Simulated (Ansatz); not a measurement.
System: BN, net charge 0, singlet state. This is an excited singlet: at this geometry the triplet lies 0.76 eV lower at wB97M-V/def2-TZVPD. SMILES: B#N
Geometry: optimised at B3LYP-D3(BJ)/def2-TZVP (Ansatz, a quantum-chemistry and plane-wave program).

Parts of the frozen-core correlation energy in 6-31G (Ansatz, hartree). Frozen orbitals: 2; correlated occupied orbitals by spin: 4 and 4; virtual: 12 and 12. No spin-orbit coupling. Non-relativistic. The restricted reference is unstable. The program attaches cautions to this run: large difference.

```csv
term,value
reference (HF),-78.85236
MP2 opposite-spin,(withheld)
MP2 same-spin,(withheld)
CCSD correlation,-0.23270
(T),(withheld)
FCI minus CCSD(T),0.00440
T1 diagnostic,0.100
largest doubles amplitude,0.293
```

Q: Fill in the missing entries.

A: 
- MP2 opposite-spin, value: -0.17281
- MP2 same-spin, value: -0.06240
- (T), value: -0.02773
